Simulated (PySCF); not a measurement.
Nuclear quadrupole coupling in `BN1CCN(C(C)(C)C)[SiH2]1`

Species: C6H17BN2Si.
Structure used (PBE0-D3(BJ)/def2-SVP), in Å, numbered top down from 1:
```
atom  x, y, z in Å
B1     3.6987   -0.9870    0.1932
N2     2.4071   -0.7640   -0.2831
C3     2.0689   -0.2674   -1.6150
C4     0.8115    0.5854   -1.4779
N5    -0.0530   -0.1047   -0.5329
C6    -1.4344    0.3416   -0.3500
C7    -2.0980   -0.5969    0.6579
C8    -2.2009    0.2541   -1.6733
C9    -1.4801    1.7778    0.1862
Si10   0.9095   -0.9656    0.6377
H11    3.8389   -1.3987    1.3256
H12    4.6569   -0.7662   -0.5171
H13    2.9083    0.3036   -2.0387
H14    1.8599   -1.1152   -2.2916
H15    1.0862    1.6058   -1.1386
H16    0.3248    0.6918   -2.4614
H17   -1.5812   -0.5704    1.6331
H18   -2.0961   -1.6337    0.2891
H19   -3.1403   -0.2974    0.8400
H20   -1.8110    0.9604   -2.4215
H21   -2.1282   -0.7623   -2.0889
H22   -3.2637    0.4953   -1.5208
H23   -2.5179    2.1108    0.3410
H24   -1.0071    2.4818   -0.5153
H25   -0.9484    1.8488    1.1482
H26    0.4974   -2.3885    0.8236
H27    1.0476   -0.3545    1.9972
```

Field gradients from the PBE0/pcSseg-1 density (PySCF, non-relativistic), principal values in atomic units, ordered |Vxx| ≤ |Vyy| ≤ |Vzz|:

| atom | Vxx | Vyy | Vzz |
| --- | --- | --- | --- |
| B1 | -0.1970 | -0.2312 | 0.4282 |
| N2 | -0.1238 | -0.3731 | 0.4969 |
| N5 | 0.3761 | 0.7538 | -1.1299 |

Q: Find the asymmetry η = (Vxx − Vyy)/Vzz and the couplings χ = eQV/h (234.96 MHz × Q in barn × V in au), with Q(11B) = 0.04059 b, Q(14N) = 0.02044 b.

A: 
```csv
atom,environment,nucleus,η,χzz (MHz),χxx (MHz),χyy (MHz)
B1,three-coordinate boron,11B,0.08,4.083,-1.879,-2.205
N2,silicon-bound nitrogen,14N,0.50,2.386,-0.594,-1.792
N5,silicon-bound nitrogen,14N,0.33,-5.43,1.81,3.62
```

The tensor is traceless: Vxx + Vyy + Vzz = 0.

Q: What is Vzz at B1 in SI units (1 au = 9.71736 × 10²¹ V/m²)?

A: 0.4282 au = 4.161 × 10²¹ V/m².

Q: And the gradient at the other heavy atoms, for which no coupling is worked out here?

A: 
```csv
atom,environment,Vzz (au),η
C3,sp3 carbon bound to nitrogen,0.254,0.32
C4,sp3 carbon bound to nitrogen,0.216,0.25
C6,sp3 carbon bound to nitrogen,0.216,0.03
C7,methyl carbon,0.039,0.87
C8,methyl carbon,0.039,0.41
C9,methyl carbon,0.030,0.24
Si10,SiH2 silicon,0.491,0.16
```

Were the hydrogens deuterons (Q(2H) = 0.00286 b), χzz would run from 91 kHz (H27) to 197 kHz (H19, H20, H22 and H24).

One conformer (not necessarily the lowest) at the PBE0-D3(BJ)/def2-SVP geometry, without solvent, vibrations or thermal averaging. With a basis this small, the couplings can be 20 % off.
